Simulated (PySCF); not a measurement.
O2P2, SMILES o1p2op12.

Geometry optimised at PBE-D3(BJ)/def2-SVP.

Level of theory: PBE-D3(BJ)/def2-SVP (PySCF).

Frequencies are harmonic and unscaled.

```csv
mode,ν (cm⁻¹),IR (km/mol),moving atoms (share of kinetic energy)
1,424,22.0,"O 66 %, P 34 %"
2,591,0.0,"P 85 %, O 15 %"
3,600,3.8,"O 66 %, P 34 %"
4,696,0.0,"O 71 %, P 29 %"
5,706,66.7,"O 66 %, P 34 %"
6,840,0.0,"O 85 %, P 15 %"
```
